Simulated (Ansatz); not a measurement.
Start from `O[B](O)[SbH2]` and change one atom or group to get `C[Se]B(O)O`.

Ansatz, PBE0-D4/def2-TZVP geometries, multiplicity 1. Each molecule was computed in one conformer, which needn't be the lowest.

Elements past krypton have def2 core potentials. Scalar relativity is left out up to krypton.

| property | `O[B](O)[SbH2]` |
| --- | --- |
| LUMO energy (ωB97M-V/def2-TZVPP) / eV | 1.41 |
| HOMO energy (B3LYP/def2-TZVPP) / eV | -6.65 |
| size of the dipole moment (ωB97M-V/def2-TZVPP) / D | 3.51 |
| HOMO energy (ωB97M-V/def2-TZVPP) / eV | -8.87 |
| HOMO energy (PBE0/def2-TZVPP) / eV | -6.82 |
| LUMO energy (PBE/def2-TZVPP) / eV | -0.85 |

**Question.** Give the same properties after the change, and the shifts. (An estimate is asked.)

**Answer.** Ansatz gave: 
```csv
property,`C[Se]B(O)O`,shift
LUMO energy (ωB97M-V/def2-TZVPP) / eV,1.89,0.48
HOMO energy (B3LYP/def2-TZVPP) / eV,-6.35,0.30
size of the dipole moment (ωB97M-V/def2-TZVPP) / D,0.66,-2.85
HOMO energy (ωB97M-V/def2-TZVPP) / eV,-8.73,0.14
HOMO energy (PBE0/def2-TZVPP) / eV,-6.58,0.24
LUMO energy (PBE/def2-TZVPP) / eV,-0.71,0.14
```

Dipoles are sizes alone; their direction can turn.

B3LYP here is the variant with VWN-RPA as its local correlation; programs differ in this.

Spin–orbit coupling is left out; it splits and shifts lone-pair levels of the heavy atoms by tenths of an eV.
